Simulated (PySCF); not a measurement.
UHF on Ni(3+) (nickel, charge +3)

Configuration: [Ar] 3d7, high-spin 4F determinant. Computed with PySCF 2.14 in aug-cc-pVTZ-DK, with the spin-free X2C one-electron Hamiltonian (Gaussian nucleus).

```
Total energy                        : -1517.048100 hartree
One-electron energy                 : -2069.3906 hartree
Hartree (Coulomb) energy            : 614.0216 hartree
Exchange energy                     : -61.6791 hartree
⟨S²⟩                                : 3.7531
⟨L²⟩                                : 12.024
Sum of ⟨r⟩                          : 14.15 bohr
Sum of ⟨r²⟩                         : 12.75 bohr²
Langevin diamagnetic susceptibility : -10.1 ×10⁻⁶ cm³/mol
```

| shell | electrons | mean orbital energy (hartree) | spread (hartree) | rms radius, mean of both spins (bohr) |
| --- | --- | --- | --- | --- |
| 1s α | 1 | -310.25486 | 0 | 0.0624 |
| 1s β | 1 | -310.25222 | 0 | 0.0624 |
| 2s α | 1 | -40.17123 | 0 | 0.265 |
| 2s β | 1 | -40.05171 | 0 | 0.265 |
| 2p α | 3 | -34.63293 | 0 | 0.238 |
| 2p β | 3 | -34.51442 | 0 | 0.238 |
| 3s α | 1 | -6.60458 | 0 | 0.789 |
| 3s β | 1 | -6.29401 | 0 | 0.789 |
| 3p α | 3 | -4.92749 | 0 | 0.835 |
| 3p β | 3 | -4.55444 | 0 | 0.835 |
| 3d α | 5 | -2.21226 | 0.05931 | 0.988 |
| 3d β | 2 | -2.06390 | 0 | 0.988 |

Densities and radii are taken from the X2C orbitals without a picture-change correction, which distorts them close to the nucleus.

Spin-orbit constants ζ (cm⁻¹) from the X2C one-electron operator on these orbitals: bare nucleus, nucleus screened by l(l+1)(2l+1)/3 electrons, and screened by the Breit-Pauli mean field of the electrons.

| shell | bare | screened nucleus | mean field |
| --- | --- | --- | --- |
| 2p | 98520 | 91480 | 88310 |
| 3p | 12600 | 11700 | 11220 |
| 3d | 1282 | 824.1 | 751.5 |

To first order the Landé constant is A = -250.5 cm⁻¹, so the lowest level has J = 9/2 and lies 0.140 eV below the centre of the term. This holds in LS coupling only.
